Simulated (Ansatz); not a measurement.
`COB(F)Br` + CH₄ → `COB(C)F` + HBr  (formal exchange of groups at a B–Br bond)

Calculated with Ansatz (gas phase, PBE0-D4/def2-TZVP geometries, no zero-point term in ΔE). CCSD(T)/CBS is the MP2 limit (def2-TZVPP, def2-QZVPP) plus CCSD(T) − MP2 in def2-TZVPP, frozen cores. This one scheme is used for every species. Functionals use def2-TZVPP. For Br outer-core shells are correlated without core-valence functions, which leaves a few kJ/mol of doubt a bond. Scalar relativity is left out up to krypton. One conformer a species, not always the lowest.

`COB(F)Br`:

Z-matrix (Å, degrees):
```
C
O 1 1.414
H 1 1.091 2 111.6
H 1 1.090 2 108.1 3 120.8
H 1 1.091 2 108.6 3 -120.9
B 2 1.330 1 126.9 3 7.7
Br 6 1.931 2 124.2 1 -0.4
F 6 1.318 2 118.6 1 179.7
```

CH₄:

```xyz
5

C     0.000    0.000    0.000
H     0.678   -0.032   -0.852
H     0.442    0.602    0.793
H    -0.172   -1.012    0.365
H    -0.948    0.442   -0.307
```

`COB(C)F`:

```xyz
11

C     1.130    0.837    0.838
O     0.389   -0.317    1.161
B    -0.517   -0.882    0.338
C    -0.904   -0.375   -1.095
F    -1.109   -1.970    0.835
H     0.900    1.622    1.561
H     2.195    0.604    0.904
H     0.909    1.205   -0.167
H    -1.281    0.652   -1.069
H    -1.672   -1.006   -1.543
H    -0.039   -0.370   -1.764
```

HBr:

```xyz
2

Br   -0.233   -0.501    0.447
H     0.233    0.501   -0.447
```

```csv
species,CAM-B3LYP-D4 energy (Eh)
`COB(F)Br`,-2814.27746
CH₄,-40.50551
`COB(C)F`,-279.87260
HBr,-2574.88422
```

Question: Work out ΔE.

Answer: ΔE = (-279.87260) + (-2574.88422) − (-2814.27746) − (-40.50551) = 0.02615 Eh = +68.7 kJ/mol. CCSD(T)/CBS gives +72.8 kJ/mol.

Largest T1 diagnostic among the species: 0.012.

Leaving LDA and LC-ωPBE aside and taking each functional with its dispersion term where it has one, the values, not all of them listed here, spread over 6.5 kJ/mol, from CAM-B3LYP-D4 to r2SCAN-D4. LDA lies −5.1 kJ/mol from PBE without D4.
